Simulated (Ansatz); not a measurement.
Ansatz (a first-principles code) input (SVWN5/def2-TZVP):

Ansatz 0.2 input:
```yaml
crystal:
  periodic: [false, false, false]
  atoms:
    - {symbol: W, position_ang: [-0.00000000, -0.00000000, -0.19895069]}
    - {symbol: F, position_ang: [0.00000000, 0.00000000, 1.63581682]}
basis:
  gaussian:
    orbitals: def2-TZVP
hamiltonian:
  xc: {name: SVWN5}
magnetization: {spin_polarized: true, initial_magnetization: 3}
relax: {f_tol: 0.003, max_steps: 100}
```

End of the output:

```
mean field: 0.16 GiB planned
mean field -4520.30235988 eV, -166.1180477547 hartree, gradient 7.3e-6 eV, S^2 3.778701; 0 other end points of the search recorded, 0 dependent functions left out
the calculation of the forces begins
reference -4520.30239147 eV, -166.1180489156 hartree; 13, 10 occupied and 58, 61 virtual orbitals, 480 factors
relax step   3: F+E_penalty+E_count = -4520.30235988 eV  Δ(F+E_penalty+E_count) = -5.507e-4 eV  max|allowed force component| = 9.857e-3 eV/Å  Δτ_max = 0.0029 Å  (49 SCF iters, accepted)
these checks for a lower state are left out or cut short: starts, cluster_reference, orbital_swaps, neighbouring_geometries, increment
integrals: 0.01 GiB planned
480 factors; their error is unknown
mean field: 0.16 GiB planned
mean field evaluation 288: about -4520.3074 eV, gradient 1.6e-1 eV
mean field -4520.30236113 eV, -166.1180478005 hartree, gradient 6.5e-6 eV, S^2 3.778743; 0 other end points of the search recorded, 0 dependent functions left out
the calculation of the forces begins
reference -4520.30239272 eV, -166.1180489614 hartree; 13, 10 occupied and 58, 61 virtual orbitals, 480 factors
relax step   4: F+E_penalty+E_count = -4520.30236113 eV  Δ(F+E_penalty+E_count) = -1.245e-6 eV  max|allowed force component| = 2.545e-3 eV/Å  Δτ_max = 0.0002 Å  (50 SCF iters, accepted)
integrals: 0.01 GiB planned
480 factors; their error is unknown
mean field: 0.16 GiB planned
mean field evaluation 320: about -4520.3024 eV, gradient 8.6e-3 eV
mean field evaluation 352: about -4520.3024 eV, gradient 1.4e-6 eV
mean field evaluation 384: about -4519.8018 eV, gradient 6.6e-1 eV
mean field evaluation 416: about -4519.5268 eV, gradient 6.6e0 eV
mean field evaluation 448: about -4520.1647 eV, gradient 1.1e0 eV
mean field evaluation 480: about -4519.2102 eV, gradient 2.2e-3 eV
mean field -4520.30236113 eV, -166.1180478005 hartree, gradient 6.5e-6 eV, S^2 3.778743; 14 other end points of the search recorded, 0 dependent functions left out
the calculation of the forces begins
reference -4520.30239272 eV, -166.1180489614 hartree; 13, 10 occupied and 58, 61 virtual orbitals, 480 factors
Total energy: -4520.30239272 eV, -166.1180489614 hartree
Atom 0 at     0.000000     0.000000    -0.180252 Å, force     0.000000     0.000000     0.002545 eV/Å
Atom 1 at    -0.000000    -0.000000     1.617118 Å, force    -0.000000    -0.000000    -0.002545 eV/Å
Dipole moment:     0.000000     0.000000    -0.272214 e Å
```

The spin state was set by rule; other spins were not relaxed.
